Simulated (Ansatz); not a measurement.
The same path of BrH + Cl4F2W (9 atoms, charge 0, multiplicity 1) was run twice with different band settings. Lost on the way: W1–F2, Br8–H9. Made: W1–Br8, F2–H9.

All numbers below come from RKS PBE/def2-SVP (Ansatz).

Relaxed end points:

```xyz
9
Properties=species:S:1:pos:R:3
W -0.206 -0.004 -0.357
F -0.073 0.526 1.463
Cl 2.089 0.202 -0.507
Cl -0.507 2.196 -0.956
Cl -2.478 -0.291 -0.019
F 0.049 -1.767 0.248
Cl -0.368 -0.750 -2.522
Br 2.771 1.935 2.838
H 1.471 1.355 2.631
```

```xyz
9
Properties=species:S:1:pos:R:3
W 0.307 0.469 -0.502
F -0.108 -0.389 3.294
Cl 2.411 0.230 -1.457
Cl -0.069 2.359 -1.765
Cl -1.770 0.643 0.484
F 0.679 -1.046 0.546
Cl -0.581 -0.919 -2.128
Br 1.316 1.852 1.336
H 0.564 0.202 3.012
```

Common settings: movable images 5; climbing image yes; spring 5.0 eV/Å²; optimiser quadratic models (default); start path through a guess of the saddle point; iteration limit 60; end points relaxed.

| run | force threshold |
| --- | --- |
| 1 | 0.05 eV/Å |
| 2 | 0.5 eV/Å |

Problem. What does each run give, and how far can it be trusted?

Solution. Run 1: converged after 26 iterations, highest image 1.059 eV above the first end. A vibrational analysis at the climbing image gives one clearly imaginary mode, 253i cm⁻¹: a first-order saddle point.
Run 2: converged after 7 iterations, highest image 1.588 eV above the first end. The threshold of 0.5 eV/Å is loose, so the images may lie well off the minimum-energy path. The order of the point at the top wasn't checked. Another band between the same ends, with other settings, climbed to 1.059 eV only, so this figure is probably too high.
The orbitals stay closed-shell, which can raise the energy where a bond breaks towards radicals; this wasn't checked here.
